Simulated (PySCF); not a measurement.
**Electron correlation in P⁻ (phosphorus, charge -1)**

[Ne] 3s2 3p4, high-spin 3P determinant. All numbers are calculated (PySCF 2.14, scalar relativity by spin-free X2C-1e, in aug-cc-pVDZ-DK (5s4p2d, 27 functions)). Frozen: [Ne]; 6 electrons correlated.

MP2 pair energies summed by pair of shells (mhartree):

```csv
pair,energy,share (%)
3p-3p,-42.15,46.7
3s-3p,-39.32,43.6
3s-3s,-8.74,9.7
```

Total MP2 correlation energy: -90.20 mhartree.

Same-spin part -22.84 and opposite-spin part -67.36 mhartree; SCS-MP2 scales them by 1/3 and 6/5 to -88.45 mhartree.
